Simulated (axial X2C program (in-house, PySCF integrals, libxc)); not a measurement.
AlZn: from the spin-free to the two-component result

All values were computed with an in-house relativistic program for diatomic molecules. Spin-free means the one-electron spin-free X2C Hamiltonian; two-component (2c) means X2C with spin–orbit coupling and atomic mean-field two-electron Coulomb and Gaunt terms, so the difference of the two also holds small scalar two-electron terms. Basis: Zn dyall-cv3z [9s10p6d3f2g], Al dyall-v3z [8s8p2d1f] (cores contracted in-house); Gaussian nuclei, density fitting, unrestricted open shells. Masses: Zn 63.929 u, Al 26.982 u.

Spin-free state: M_S = 1/2, Λ = 1 (beyond evenly filled blocks: π+α); fragments Zn + Al.

| level | Re (Å) | ωe (cm⁻¹) | De (eV) | μ (D) |
| --- | --- | --- | --- | --- |
| PBE0 | 2.681 | 171.8 | 0.345 | -0.76 |
| TPSSh | 2.644 | 181.8 | 0.307 | -0.82 |

Dipoles are positive if Al is the positive end.

Question: Within this multiplet, which Ω should lie lowest by the rule for regular and inverted multiplets?

Answer: The open π shell holds one electron, so the multiplet is regular: Ω = Λ − 1/2 = 1/2. The PBE0 2c search agrees, though Ω = 3/2 of the search lies only 0.02 eV higher.

Two-component determinant lowest at the distance of the search:

Ω = 1/2 (⟨Sz⟩ = -0.50, ⟨Lz⟩ = 1.00 at PBE0); fragments Zn + Al.

| level | Re (Å) | ωe (cm⁻¹) | De (eV) | μ (D) |
| --- | --- | --- | --- | --- |
| PBE0 | 2.678 | 172.5 | 0.353 | -0.75 |
| TPSSh | 2.642 | 182.5 | 0.315 | -0.81 |

Question: From the two tables, how do the constants change at the PBE0 level (2c against spin-free)?

Answer: At the PBE0 level Re goes down by 0.003 Å and ωe increases by 0.7 cm⁻¹; De is not compared, since the atomic limits differ or miss part of their spin–orbit lowering.

Occupations by symmetry block were frozen at the best pattern of an incomplete PBE0 search. Dissociation energies refer to the lowest single-determinant-based atoms at the same level and basis. Density functionals use the spin component along the axis (collinear). The 2c atoms are single determinants rather than J levels; their spin–orbit lowering is only partly caught, and De is too large by that part. This holds for PBE0, TPSSh. Other states lie close and PBE0, whose exact exchange favours high spin, may order them wrongly; the determinant shown need not be the ground state. The nearest other spin-free determinant of the search, M_S = 1/2, Λ = 0, lies 0.34 eV up at the distance of the search. The functionals have no current-density term, which raises determinants with orbital currents, atoms included. The atomic limit has a lower orbital projection than the molecule and lies lower at mean-field level, so De may be about a tenth of an eV too small.
